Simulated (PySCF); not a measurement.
Se(OH)(SMe) (CH4OSSe), SMILES CS[Se]O.

Geometry: PBE-D3(BJ)/def2-SVP. This is a generated structure with no PubChem entry under its InChIKey; it may be hypothetical. Other conformers were not sampled.

These are PBE/def2-TZVP (PySCF) values and carry that method's errors.

Gas-phase values at a fixed geometry.

**Question.** Estimate the frontier levels, gap, dipole moment and polarisability. (Estimate from the structure and the level; the computed values follow.)

**Answer.** 
The highest occupied level comes out as -5.61 eV and the lowest empty level is -2.09 eV. The orbital gap is 3.52 eV and the dipole moment comes out as 0.182 e·Å. The quadrupole, principal values (traceless, Buckingham form, about the centre of nuclear charge) comes out as -8.62, -0.33, 8.95 D·Å and the mean static polarisability is 66.3 bohr³ (9.82 Å³). The polarisability, principal values comes out as 52.8, 55.5, 90.5 bohr³.
